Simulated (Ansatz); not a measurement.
Species: HBO, SMILES `B=O` (charge 0, multiplicity 1).

Question: Give a relaxed geometry from PBE0-D4/def2-TZVP run with Ansatz (a first-principles code).

Answer: the end point of this relaxation (outside a Z-matrix the atoms follow the SMILES, hydrogens last).
Cartesian coordinates (Å) in one orientation:
```xyz
3

B     -0.008     0.016     0.000
O      1.163    -0.238     0.000
H     -1.154     0.263     0.000
```
